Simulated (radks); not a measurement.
Effect of the nuclear size on the chromium ion Cr2+, [Ar] 3d4. Method: Dirac Kohn-Sham, relativistic LDA (MacDonald-Vosko exchange, VWN5 correlation), spin-unpolarised, spherical densities, finite nucleus; open shells fill j = l - 1/2 first; Fermi nuclear charge, rms radius 3.6452 fm; computed with a radial shooting solver on a logarithmic mesh with Libxc functionals. The rms radius is varied about that value; shifts are against it.

| rms radius (fm) | total energy shift (eV) | density at nucleus (e/bohr^3) | 1s1/2 shift (meV) | 2s1/2 shift (meV) | 3s1/2 shift (meV) |
|---|---|---|---|---|---|
| 3.2369 | -0.0155 | 1.137e+04 | -6.54 | -0.571 | -0.082 |
| 3.4812 | -0.00642 | 1.134e+04 | -2.71 | -0.237 | -0.034 |
| 3.6452 | 0 | 1.132e+04 | 0.000 | 0.000 | 0.000 |
| 3.9988 | 0.0148 | 1.128e+04 | 6.26 | 0.548 | 0.079 |
| 4.3779 | 0.0321 | 1.125e+04 | 13.6 | 1.19 | 0.171 |

Slopes of the eigenvalues against <r^2> in GHz/fm^2, as finite differences over the two radii next to the reference (eigenvalue slopes, not the field-shift constants of lines): 1s1/2 561, 2s1/2 49.0, 3s1/2 7.05.
